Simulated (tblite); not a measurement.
Start geometry of `C[SiH2][C@@H]1C[C@@H]1N([SiH3])[SiH3]` from a force field or distance geometry (Å):
```
atom  x, y, z in Å
C1    -3.655   -0.189    0.343
Si2   -1.848   -0.658    0.368
C3    -0.899    0.794   -0.259
C4     0.099    0.502   -1.358
C5     0.532    1.024    0.010
N6     1.327    0.215    0.860
Si7    2.995    0.932    0.822
Si8    1.575   -1.454    0.239
H9    -3.910    0.142   -0.697
H10   -3.883    0.687    1.013
H11   -4.336   -1.008    0.604
H12   -1.710   -1.792   -0.574
H13   -1.410   -1.056    1.726
H14   -1.526    1.709   -0.469
H15    0.095    1.246   -2.172
H16    0.230   -0.570   -1.557
H17    0.834    2.105   -0.024
H18    3.168    2.015    1.763
H19    3.951   -0.149    1.142
H20    3.253    1.339   -0.563
H21    2.013   -1.467   -1.160
H22    0.417   -2.317    0.443
H23    2.682   -2.024    1.055
```

Question: What comes out of this run: tblite 0.8.0, GFN2-xTB geometry optimisation, gas phase?

Answer: 
```
atom  x, y, z in Å
C1    -3.387    0.219    0.853
Si2   -1.605   -0.397    0.613
C3    -0.763    0.759   -0.612
C4    -0.103    0.194   -1.846
C5     0.740    0.779   -0.769
N6     1.596   -0.001    0.067
Si7    2.153    0.822    1.494
Si8    2.063   -1.598   -0.422
H9    -3.941    0.216   -0.081
H10   -3.413    1.231    1.245
H11   -3.922   -0.415    1.551
H12   -1.649   -1.767    0.079
H13   -0.917   -0.410    1.912
H14   -1.238    1.725   -0.750
H15   -0.187    0.734   -2.780
H16   -0.113   -0.877   -1.966
H17    1.167    1.758   -0.986
H18    1.044    1.617    2.028
H19    2.592   -0.201    2.435
H20    3.256    1.728    1.143
H21    2.460   -1.562   -1.833
H22    0.963   -2.554   -0.235
H23    3.198   -1.973    0.415
```

The energy falls by 117.1 kJ/mol over 152 L-BFGS steps, the largest force on an atom goes from 2.16 to 0.009 eV/Å, and the atoms move by 1.018 Å rms after alignment. The bond that changes most is N6–Si7 (nitrogen bridging silicon atoms to SiH3 silicon), which shortens by 0.077 Å. Bonds longer at the end by more than 0.005 Å: 6 of 23; shorter: 14. Among the angles that change most is Si7–N6–Si8, from 103.5° to 125.5°. Among the dihedrals that turn most is C3–C5–N6–Si7, from 180° to -92°. Rotational constants go from 2401, 645.9, 584.7 to 1633, 728.8, 652.6 MHz. The orientation of the end geometry is arbitrary; only internal coordinates are fixed.

Time: 5.6 s wall. Hardware: one thread of an Intel Xeon at 2.50 GHz, on a shared host.

Its lowest GFN2-xTB frequency is 10i cm⁻¹, too small to tell a flat minimum from a shallow saddle. One conformer, not necessarily the lowest.

These are computed values.
